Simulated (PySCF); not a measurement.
# Correlation energy of Ge²⁺ (germanium, charge +2)

[Ar] 3d10 4s1 4d1, high-spin 3D determinant (an excited configuration). All numbers are calculated (PySCF 2.14, a scalar-relativistic core potential, in aug-cc-pVDZ-PP with ECP10MDF (5s4p3d, 32 functions)). Frozen: 3s2 3p6 3d10; 2 electrons correlated.

With two correlated electrons CCSD is exact within the correlated space (frozen core and kept virtual orbitals).

```json
{"level": "CCSD", "correlation energy (mhartree)": "-2.35"}
```

Diagnostics: T1 = 0.0018, D1 = 0.0031, largest double amplitude 0.031.

The outer electron is Rydberg-like, and this basis confines it to a smaller radius and binds it less than a complete one would.

Cost of the coupled-cluster step: about 0.09 core-seconds, for 2 correlated electrons.

Iterations:

```
CC2 = 0
CCSD nocc = (np.int64(2), np.int64(0)), nmo = (23, 23)
frozen orbitals [[0, 1, 2, 3, 4, 5, 6, 7, 8], [0, 1, 2, 3, 4, 5, 6, 7, 8]]
max_cycle = 100
direct = 0
conv_tol = 1e-08
conv_tol_normt = 1e-06
diis_space = 8
diis_start_cycle = 0
Init t2, MP2 energy = -0.00129781055349575
Init E_corr(UCCSD) = -0.00129781055351509
cycle = 1  E_corr(UCCSD) = -0.00184370573506163  dE = -0.000545895182  norm(t1,t2) = 0.0153897
cycle = 2  E_corr(UCCSD) = -0.00209422008272252  dE = -0.000250514348  norm(t1,t2) = 0.00786673
cycle = 3  E_corr(UCCSD) = -0.00235079122054616  dE = -0.000256571138  norm(t1,t2) = 0.00417624
cycle = 4  E_corr(UCCSD) = -0.00234920311020485  dE = 1.58811034e-06  norm(t1,t2) = 0.000303287
cycle = 5  E_corr(UCCSD) = -0.00234935894214002  dE = -1.55831935e-07  norm(t1,t2) = 2.7002e-05
cycle = 6  E_corr(UCCSD) = -0.00234925002268587  dE = 1.08919454e-07  norm(t1,t2) = 2.15266e-06
cycle = 7  E_corr(UCCSD) = -0.0023492808008121  dE = -3.07781262e-08  norm(t1,t2) = 4.22463e-07
cycle = 8  E_corr(UCCSD) = -0.00234927781536628  dE = 2.98544582e-09  norm(t1,t2) = 8.86439e-08
UCCSD converged
E(UCCSD) = -291.8214204973261  E_corr = -0.002349277815366284
```
